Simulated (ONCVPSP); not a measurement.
# W, ONCV: configuration errors across variants

W, optimised norm-conserving Vanderbilt (ONCV), made with ONCVPSP 4.0.1 (PBE, scalar-relativistic). Core [Kr] 4d10, reference 4f14 5s2 5p6 5d4 6s2. Waves: 5s+6s: rc 1.90 bohr, ncon 4, nbas 8, qcut 5.3 1/bohr, 2 projectors; 5p: rc 1.85 bohr, ncon 4, nbas 8, qcut 6.8 1/bohr, 2 projectors, debl 1.5 Ha; 5d: rc 2.35 bohr, ncon 3, nbas 8, qcut 8.1 1/bohr, 1 projector; 4f: rc 0.80 bohr, ncon 4, nbas 8, qcut 18.4 1/bohr, 2 projectors, debl 1.2 Ha. Local part: polynomial inside 0.70 bohr (lpopt 5, dvloc0 6 Ha). Core correction: none.

In the p channel the program set the typed energies aside and used -1.588, 0.250 Ha. In the f channel the program set the typed energies aside and used -1.220, 0.250 Ha.

All-electron excitation energies from the reference (eV): (1) 4f14 5s2 5p6 5d4 6s1 8.883; (2) 4f14 5s2 5p6 5d4 6s0 24.563; (3) 4f14 5s2 5p6 5d3 6s0 49.946; (4) 4f13 5s2 5p6 5d5 6s1 41.815.

3 further variants failed, have other tests or too few solved ones, and are left out.

A true bound ghost makes a file unfit for plane-wave use even where its test errors are small: the radial tests pick states by their node count and pass the ghost by.

Errors AE − PS in meV (a dash: test not solved or not reliable):

```csv
change,(1),(2),(3),(4),bound ghosts,GHOST(+) flags above zero
base,-4.8,-17,-8.7,+143,"s, p",none
s: qcut 4.4; p: qcut 5.7; d: qcut 6.8; f: qcut 15.4,-4.9,-18,-12,+199,"s, p",none
s: qcut 5; p: qcut 6.5; d: qcut 7.7; f: qcut 17.5,-4.9,-17,-9.1,+173,"s, p",none
s: qcut 5.5; p: qcut 7.1; d: qcut 8.5; f: qcut 19.2,-4.7,-16,-9.0,+100,"s, p",none
s: qcut 6.2; p: qcut 8; d: qcut 9.5; f: qcut 21.7,-4.5,-15,-9.2,-4.5,"s, p",none
s: qcut 7.2; p: qcut 9.3; d: qcut 11; f: qcut 25.1,-4.3,-14,-6.4,-24,s,p
```

Task: Give the same row for: s: qcut 3.9; p: qcut 5; d: qcut 6; f: qcut 13.6.

Result: -4.8, -18, -16, +137; bound ghosts: s, p; GHOST(+) flags above zero: f.
